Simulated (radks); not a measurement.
Results of a calculation; reference values are marked as such.
Problem. The mean radii <r> (bohr) of the occupied orbitals of an atom or ion are listed with their occupations. Level of theory: Dirac Kohn-Sham, BLYP, spin-unpolarised, spherical densities, finite nucleus; Fermi nuclear charge, rms radius of each element as measured or else 0.836 A^(1/3) + 0.57 fm (a radial shooting solver on a logarithmic mesh with Libxc functionals).

| orbital | occ. | <r> |
|---|---|---|
| 1s1/2 | 2 | 0.02842 |
| 2s1/2 | 2 | 0.1222 |
| 2p1/2 | 2 | 0.1032 |
| 2p3/2 | 4 | 0.1087 |
| 3s1/2 | 2 | 0.3303 |
| 3p1/2 | 2 | 0.3208 |
| 3p3/2 | 4 | 0.3321 |
| 3d3/2 | 4 | 0.3032 |
| 3d5/2 | 6 | 0.3068 |
| 4s1/2 | 2 | 0.7865 |
| 4p1/2 | 2 | 0.8257 |
| 4p3/2 | 4 | 0.8538 |
| 4d3/2 | 4 | 0.9913 |
| 4d5/2 | 5 | 1.003 |
| 5s1/2 | 2 | 1.965 |
| 5p1/2 | 1 | 2.233 |

Name the element and its charge. Open shells, if any, fill j = l - 1/2 first.

Solution. Z = 51, antimony, charge +3: Sb3+ in [Kr] 4d9 5s2 5p1. The 1s radius gives Z: for a bare nucleus <r> = (2 gamma + 1)/(2Z) with gamma = sqrt(1 - (Z/c)^2), 0.028 bohr for Z = 51, and screening makes it slightly larger (0.02842 here). The occupations add up to 48, and the charge is Z minus that.
